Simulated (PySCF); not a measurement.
C₂H₄FNOSi, SMILES O=C/N=C/[SiH2]F.

Geometry: PBE-D3(BJ)/def2-SVP. The structure was generated by enumeration; whether it is a known compound was not checked. The values are those of a single conformer.

Calculation: PySCF 2.14.0 with PBE-D3(BJ)/def2-SVP.

Frequencies are harmonic and unscaled.

Computed normal modes with their intensities:
```csv
mode,ν (cm⁻¹),IR (km/mol),moving atoms (share of kinetic energy)
1,28,4.9,"F 25 %, O 20 %, H 20 %, C 15 %, Si 12 %, N 8 %"
2,81,4.4,"N 27 %, O 26 %, C 17 %, F 16 %, H 13 %"
3,123,4.8,"C 26 %, O 24 %, N 17 %, H 17 %, Si 11 %"
4,135,12.0,"C 36 %, H 22 %, F 17 %, Si 14 %, O 9 %"
5,273,2.7,"F 32 %, C 24 %, N 19 %, Si 14 %"
6,312,24.8,"N 30 %, H 29 %, C 19 %, Si 15 %"
7,518,6.0,"H 67 %, Si 11 %, O 9 %"
8,668,65.9,"C 27 %, N 24 %, H 22 %, O 18 %"
9,697,17.1,H 91 %
10,724,5.2,"C 49 %, Si 23 %, H 22 %"
11,833,27.6,"H 48 %, F 39 %, Si 12 %"
12,882,247.8,"H 66 %, Si 19 %, F 13 %"
13,914,46.0,"H 55 %, C 21 %, N 18 %"
14,932,136.1,"H 66 %, Si 20 %"
15,987,34.5,"H 47 %, C 40 %, N 10 %"
16,1023,148.3,"C 58 %, H 25 %, N 15 %"
17,1279,18.5,"H 76 %, C 16 %"
18,1341,10.4,"H 83 %, C 8 %"
19,1685,91.1,"N 50 %, C 49 %"
20,1756,245.1,"C 59 %, O 38 %"
21,2191,57.9,H 98 %
22,2206,98.2,H 96 %
23,2851,91.8,H 92 %
24,2918,28.0,H 92 %
```
